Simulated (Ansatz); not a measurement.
C₄H₁₀Zn, SMILES `CC[CH2][Zn][CH3]`, relaxed with RKS PBE0-D4/def2-TZVP in Ansatz from a GFN2-xTB geometry. The force threshold is 0.005 eV/Å; the program also tests the step.

Total charge 0; spin multiplicity 1.

Start:

```xyz
15

C     0.178   -0.996    1.499
C     1.305   -1.059    0.475
C     0.783   -0.970   -0.958
Zn   -0.447    0.676   -1.110
C    -1.634    2.346   -0.939
H     0.568   -1.072    2.512
H    -0.365   -0.048    1.410
H    -0.526   -1.812    1.341
H     1.852   -2.000    0.613
H     2.009   -0.244    0.667
H     0.235   -1.887   -1.185
H     1.633   -0.947   -1.642
H    -1.114    3.133   -0.399
H    -1.934    2.758   -1.897
H    -2.543    2.122   -0.386
```

Question: By how much does the energy fall, and how many steps does the optimiser take? (An estimate is asked.)

Answer: The calculation gave: 18.16 kJ/mol, in 8 steps.

Question: Which bonds change most? (Estimate.)

Answer: Ansatz gave: Zn4–C5 from 2.056 to 1.945 Å; C3–Zn4 from 2.061 to 1.958 Å; C5–H14 from 1.086 to 1.093 Å; C5–H15 from 1.087 to 1.093 Å.

Question: Give the relaxed structure. (An estimate is asked.)

Answer: Ansatz gave: 
```xyz
15

C     0.279   -1.177    1.625
C     1.294   -1.047    0.502
C     0.652   -0.801   -0.862
Zn   -0.485    0.789   -0.974
C    -1.608    2.373   -1.101
H     0.755   -1.396    2.584
H    -0.298   -0.252    1.749
H    -0.435   -1.979    1.417
H     1.903   -1.960    0.473
H     1.991   -0.236    0.741
H     0.037   -1.668   -1.139
H     1.423   -0.727   -1.637
H    -1.128    3.235   -0.630
H    -1.810    2.632   -2.144
H    -2.569    2.213   -0.605
```
